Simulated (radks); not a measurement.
Values are calculated unless marked as measured or tabulated.
Question: Coulomb parameter of the 4d shell of the niobium ion Nb2+ in the model configuration [Kr] 4d2 5s1, as a second difference U = [E(n + 0.25) + E(n - 0.25) - 2 E(n)] / (0.25)^2 with all orbitals relaxed. "Bare": the charge of the atom changes with n. "Screened": the 5s shell takes up the change at fixed total charge, which measures U(4d,4d) + U(5s,5s) - 2 U(4d,5s). Code: a radial shooting solver on a logarithmic mesh with Libxc functionals. Model: scalar-relativistic Kohn-Sham, PBE, spin-unpolarised, spherical densities, point nucleus. Estimate both.

Answer: U(bare) = 11.227 eV, U(screened by 5s) = 1.320 eV, against the Slater integral F0(4d,4d) = 13.886 eV with frozen orbitals.
